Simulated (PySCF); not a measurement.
**Low-lying terms of Cs⁺ (caesium, charge +1)**

Ground state [Xe], ¹S. Calculation: PySCF 2.14, in def2-TZVPPD with one added diffuse shell each of s, p, d type with the def2 core potential (46 electrons) (6s5p4d1f, 48 functions); a scalar-relativistic core potential. Vertical excitation energies in eV without spin-orbit coupling; excited terms of each kind are numbered among those the solver found. Frozen: nothing.

```
 term  leading excitation  EOM-EE-CCSD
1 3P°              5p → s       13.653
1 1P°              5p → s       14.142
2 3P°              5p → s       14.246
1 1F°              5p → d       15.415
 1 3S              5p → p       15.949
 1 3D              5p → p       16.334
 1 1D              5p → p       16.442
 1 1P              5p → p       16.554
 1 3P              5p → p       16.567
 1 1S              5p → p       16.866
2 1P°              5p → d       17.209
1 3F°              5p → d       19.292
 2 3D              5p → p       19.657
 2 1D              5p → p       19.693
```

The spin-orbit splitting of the hole, absent here, rivals or exceeds the spacing of these terms, so the LS terms are model states.

Only the lower part of the computed list is shown. The solver can miss terms. Rydberg members are limited by the diffuse functions of the basis.
